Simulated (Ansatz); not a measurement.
`F[Si]1(F)CCN1`, relaxed with RKS PBE-D4/def2-SVP in Ansatz from a rough embedded geometry. The force threshold is 0.03 eV/Å; the program also tests the step.

Charge 0, multiplicity 1.

Start:

```xyz
11

F    -0.578   -1.720   -1.666
Si   -0.123   -1.215   -0.249
F     0.101   -2.348    0.804
C     0.949    0.219   -0.077
C    -0.289    1.102   -0.027
N    -1.172   -0.017    0.378
H     1.590    0.253    0.795
H     1.604    0.464   -0.960
H    -0.636    1.534   -1.030
H    -0.262    1.905    0.669
H    -1.183   -0.176    1.365
```

```tsv
step	energy (eV)	largest force (eV/Å)	largest move (Å)
1	-16936.1228	4.962	0.000
2	-16936.9365	1.310	0.197
3	-16937.0939	0.562	0.142
4	-16937.2061	0.474	0.200
5	-16937.2816	0.905	0.195
6	-16937.3119	1.570	0.194
7	-16937.4085	0.440	0.200
8 (rejected)	-16937.4069	0.993	0.200
9	-16937.4362	0.180	0.100
10	-16937.4443	0.091	0.086
11	-16937.4447	0.014	0.015
```

End:

```xyz
11

F    -0.439   -2.118   -1.439
Si   -0.069   -1.238   -0.116
F     0.304   -2.389    0.979
C     1.033    0.268   -0.286
C    -0.219    1.084    0.185
N    -1.177   -0.027    0.360
H     1.894    0.328    0.407
H     1.375    0.518   -1.308
H    -0.545    1.823   -0.582
H    -0.021    1.640    1.130
H    -2.137    0.110    0.671
```

It took 26 s on 4 threads of a server CPU on a shared host, with 0.16 GiB of host memory at the peak.
